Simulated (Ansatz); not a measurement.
Ansatz (an electronic-structure program) input (RPA@PBE/cc-pVTZ):

Ansatz 0.2 input:
```yaml
crystal:
  periodic: [false, false, false]
  atoms:
    - {symbol: C, position_ang: [-0.83492360, -0.09696229, 0.35795689]}
    - {symbol: C, position_ang: [-1.02236341, -1.07740221, 1.46587702]}
    - {symbol: C, position_ang: [-2.01411894, 0.23973817, -0.49057967]}
    - {symbol: As, position_ang: [0.94449484, 0.19688545, -0.34622908]}
    - {symbol: H, position_ang: [-1.20394478, -2.09540030, 1.08839663]}
    - {symbol: H, position_ang: [-1.89820080, -0.81341417, 2.06878536]}
    - {symbol: H, position_ang: [-0.15915785, -1.12982578, 2.13148358]}
    - {symbol: H, position_ang: [-2.32364000, -0.60834452, -1.12044936]}
    - {symbol: H, position_ang: [-1.82581433, 1.08364366, -1.15636423]}
    - {symbol: H, position_ang: [-2.87881736, 0.48893267, 0.13430273]}
    - {symbol: H, position_ang: [0.74257292, 1.66656348, -0.71280373]}
    - {symbol: H, position_ang: [1.60710826, 0.51838292, 0.99268308]}
basis:
  gaussian:
    orbitals: cc-pVTZ
hamiltonian:
  xc: pbe
magnetization: {spin_polarized: true, initial_magnetization: 1}
correlation: {method: rpa, electrons: outside_noble_gas}
```

End of the output:

```
integrals: 0.72 GiB planned
1412 factors; integrals over basis functions are off by at most 1.1e-3 eV
mean field: 1.42 GiB planned
mean field evaluation 1: about -64050.8913 eV, gradient 6.1e1 eV
mean field evaluation 2: about -64050.8770 eV, gradient 6.1e1 eV
mean field evaluation 4: about -64062.7101 eV, gradient 3.2e1 eV
mean field evaluation 8: about -64069.6319 eV, gradient 6.2e-1 eV
mean field evaluation 16: about -64069.6332 eV, gradient 5.5e-4 eV
mean field evaluation 32: about -64047.1775 eV, gradient 5.0e1 eV
mean field -64069.63322922 eV, -2354.5155932168 hartree, gradient 6.1e-6 eV, S^2 0.753966; 1 other end points of the search recorded, 0 dependent functions left out
17 core orbitals not correlated
reference -64013.09241999 eV, -2352.4377568023 hartree; 13, 12 occupied and 215, 216 virtual orbitals, 1412 factors
Total energy: -64044.08110231 eV, -2353.5765698726 hartree
```

It need not be the lowest isomer of its formula.
